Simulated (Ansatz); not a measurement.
C₁₉H₁₅Br (relaxed from a model of trityl bromide, whose bonding it doesn't keep). Total charge 0; singlet. Geometry r2SCAN-D4/def2-SVP; atoms count from 1.

Cartesian coordinates in Å:
```
Br -1.9416 -1.3455 1.6827
C 1.3543 2.6811 2.8872
C 2.1281 1.7949 2.1372
C 1.5181 0.7830 1.3857
C 0.1218 0.6441 1.3750
C -0.5591 -0.3878 0.4854
C 0.3984 -1.4676 -0.0023
C 0.9962 -2.3541 0.9121
C 1.9381 -3.2897 0.4879
C 2.3081 -3.3577 -0.8612
C 1.7305 -2.4755 -1.7748
C 0.7825 -1.5365 -1.3504
C -1.3498 0.2485 -0.6508
C -2.2711 -0.5151 -1.3904
C -2.9331 0.0318 -2.4882
C -2.6850 1.3546 -2.8756
C -1.7645 2.1175 -2.1564
C -1.1005 1.5702 -1.0518
C -0.6491 1.5498 2.1267
C -0.0407 2.5553 2.8755
H 1.8326 3.4676 3.4786
H 3.2187 1.8835 2.1340
H 2.1383 0.1045 0.7953
H 0.7062 -2.3102 1.9656
H 2.3835 -3.9752 1.2153
H 3.0436 -4.0956 -1.1954
H 2.0123 -2.5147 -2.8313
H 0.3471 -0.8471 -2.0774
H -2.4730 -1.5468 -1.0896
H -3.6523 -0.5779 -3.0435
H -3.2080 1.7855 -3.7346
H -1.5578 3.1512 -2.4495
H -0.3750 2.1779 -0.5060
H -1.7383 1.4523 2.1259
H -0.6597 3.2437 3.4588
```

Single mean-field runs in def2-TZVP are fitted with def2-universal-jkfit.

Q: Estimate the Mulliken populations of the heavy atoms from the PBE0/def2-TZVP orbitals of Ansatz.

A: 
```
atom  charge (e)
 Br1       -0.18
  C2       -0.11
  C3       -0.14
  C4       -0.14
  C5       -0.06
  C6        0.52
  C7       -0.06
  C8       -0.21
  C9       -0.10
 C10       -0.11
 C11       -0.14
 C12       -0.14
 C13       -0.06
 C14       -0.21
 C15       -0.10
 C16       -0.11
 C17       -0.14
 C18       -0.14
 C19       -0.21
 C20       -0.10
```
Mulliken values depend strongly on the basis.

Q: And the Mayer bond orders between heavy atoms (over 0.3)?

A: Br1–C6 0.96 (2.06 Å); C2–C3 1.43 (1.40 Å); C2–C20 1.38 (1.40 Å); C3–C4 1.42 (1.40 Å); C4–C5 1.39 (1.40 Å); C5–C6 0.93 (1.52 Å); C5–C19 1.39 (1.41 Å); C6–C7 0.93 (1.52 Å); C6–C13 0.93 (1.52 Å); C7–C8 1.39 (1.41 Å); C7–C12 1.39 (1.40 Å); C8–C9 1.45 (1.39 Å); C9–C10 1.39 (1.40 Å); C10–C11 1.43 (1.40 Å); C11–C12 1.42 (1.40 Å); C13–C14 1.39 (1.41 Å); C13–C18 1.39 (1.40 Å); C14–C15 1.45 (1.39 Å); C15–C16 1.38 (1.40 Å); C16–C17 1.43 (1.40 Å); C17–C18 1.42 (1.40 Å); C19–C20 1.45 (1.39 Å).
